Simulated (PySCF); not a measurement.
This script is equivalent to a calculation on Cd⁺ (cadmium, charge +1).

```python
from pyscf import gto, scf, dft, mp, cc
import basis_set_exchange as bse
txt = bse.get_basis("def2-SVP", elements=["Cd"], fmt="nwchem", header=False)
cut = txt.index("\nECP")
mol = gto.M(atom="Cd 0 0 0", charge=1, spin=1, symmetry="D2h",
            basis=gto.basis.parse(txt[:cut]),
            ecp={"Cd": gto.basis.parse_ecp(txt[cut:])})
mf = dft.UKS(mol, xc="PBE")
mf.irrep_nelec = {'Ag': (4, 3), 'B1g': (1, 1), 'B2g': (1, 1), 'B3g': (1, 1), 'B1u': (1, 1), 'B2u': (1, 1), 'B3u': (1, 1)}
mf.kernel()
```

Q: What total energy does it give?

A: -167.413 hartree (calculated).

Q: Which occupied shell lies highest, and where?

A: 5s α, at -13.551 eV.

Q: What is ⟨S²⟩, and what would a pure spin state give?

A: 0.751, against 0.75.

Energies and moments cover only the electrons outside the core potential.
